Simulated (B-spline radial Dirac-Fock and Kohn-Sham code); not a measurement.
**Energy-loss ionisation edge M2 of Ge**

System: neutral germanium in the configuration [Ar] 3d10 4s2 4p2. The computed values come from a radial B-spline solver: the first Born approximation with generalised oscillator strengths from a Dirac-Hartree-Slater potential (longitudinal and transverse terms; continuum final states only, so no white lines or fine structure). The edge is taken at 124.9 eV (tabulated value).

Partial cross sections σ(β, Δ) in barn, integrated over a window Δ above the edge and up to the collection semi-angle β, for parallel illumination:

```
E₀ (kV)  β (mrad)  Δ = 25 eV  Δ = 50 eV  Δ = 100 eV  Δ = 200 eV  Δ = 300 eV
     60         5        836       1610        2990        4600        5290
     60        10       1270       2470        4710        7560        8900
     60       100       2960       5810       11500       20100       25100
     80         5        783       1520        2860        4490        5220
     80        10          ?          ?           ?           ?           ?
    100         5        741       1450        2740        4360        5110
    100        50       1990       3910        7750       13400       16400
    120        10        991       1950        3770        6190        7390
    120       100       1820       3580        7110       12500       15600
    200         5        632       1250        2410        3940        4700
    200        10        861       1700        3310        5480        6580
    200        20       1160       2280        4480        7530        9070
    200        50       1340       2640        5250        9200       11500
    300         5        598       1180        2300        3810        4580
```

Problem. Give the row for 80 kV and 10 mrad.

Solution. 1140 b for 25 eV, 2230 b for 50 eV, 4290 b for 100 eV, 6960 b for 200 eV, 8250 b for 300 eV.
